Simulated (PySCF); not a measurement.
C3H7NSi, SMILES CC1=NC[SiH2]1. Heavy atoms are numbered as in [CH3:1][C:2]1=[N:3][CH2:4][SiH2:5]1. Hydrogens are named by the atom that carries them.

Coordinates come from a PBE0-D3(BJ)/def2-SVP optimisation. The structure was generated by enumeration, and PubChem lists no compound with its InChIKey, so it may never have been made.

Computed with PySCF with PBE0/pcSseg-1.

GIAO shieldings, no solvent; atoms alike by connectivity are averaged. δ = σ(ref) − σ: ¹³C against TMS (σ = 186.3 ppm); ¹⁵N against NH3 (σ = 267.4 ppm); ²⁹Si against TMS (σ = 352.7 ppm); ¹H against TMS (σ = 31.56 ppm), references at their B3LYP-D3(BJ)/def2-TZVP geometries, non-relativistic.

Computed chemical shifts:
```tsv
nucleus	atoms	count	δ (ppm)
¹³C	C2	1	201.4
¹³C	C4 (CH2)	1	42.8
¹³C	C1 (CH3)	1	29.7
¹⁵N	N3	1	506.3
²⁹Si	Si5 (SiH2)	1	-14.3
¹H	H on Si5	2	6.19
¹H	H on C4	2	3.74
¹H	H on C1	3	2.41
```
